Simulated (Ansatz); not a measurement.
This singlet lies 1.94 eV below the relaxed triplet at the level frozen-core CCSD(T)/aug-cc-pVTZ // PBE0-D3(BJ)/def2-TZVPD (Ansatz, a program for electronic structure).

Species: HAlClO, SMILES `[OH][Al-][Cl]` (lower singlet; H–O–Al–Cl torsion 0°) (charge -1, multiplicity 1).

Question: Give a relaxed geometry from Ansatz with PBE0-D3(BJ)/def2-TZVPD.

Answer: One answer among several that fit: the end point of this relaxation, one of several conformers (outside a Z-matrix the atoms follow the SMILES, hydrogens last).
Z-matrix (Å, degrees):
```
O
H 1 0.9616
Al 1 1.7672 2 113.03
Cl 3 2.3473 1 96.76 2 0.00
```
